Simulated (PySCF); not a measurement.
C2H7AlS, SMILES [CH3][Al]([CH3])[SH]. Atoms are numbered in the order given.

```xyz
11

Al    -0.3317     0.2497    -0.0689
C     -2.1051    -0.5489    -0.2662
H     -2.0956    -1.6470    -0.1786
H     -2.5435    -0.2925    -1.2471
H     -2.7991    -0.1557     0.4978
C      0.0502     2.1690    -0.1690
H      0.7573     2.3923    -0.9871
H      0.5218     2.5319     0.7610
H     -0.8581     2.7700    -0.3397
S      1.3354    -1.1484     0.2904
H      2.2908    -0.1912     0.3543
```

Geometry optimised at B3LYP-D3(BJ)/def2-SVP. A frequency run showed that this geometry is not a minimum. One conformer was computed; it need not be the lowest.

Method: r2SCAN/def2-TZVP (PySCF).

Atomic charges (e):

```json
[
 {"atom": "Al1", "IAO": "0.98", "Mulliken": "0.62"},
 {"atom": "C2", "IAO": "-0.83", "Mulliken": "-0.60"},
 {"atom": "H3", "IAO": "0.16", "Mulliken": "0.13"},
 {"atom": "H4", "IAO": "0.16", "Mulliken": "0.13"},
 {"atom": "H5", "IAO": "0.16", "Mulliken": "0.13"},
 {"atom": "C6", "IAO": "-0.83", "Mulliken": "-0.59"},
 {"atom": "H7", "IAO": "0.16", "Mulliken": "0.13"},
 {"atom": "H8", "IAO": "0.16", "Mulliken": "0.13"},
 {"atom": "H9", "IAO": "0.16", "Mulliken": "0.13"},
 {"atom": "S10", "IAO": "-0.39", "Mulliken": "-0.36"},
 {"atom": "H11", "IAO": "0.11", "Mulliken": "0.16"}
]
```
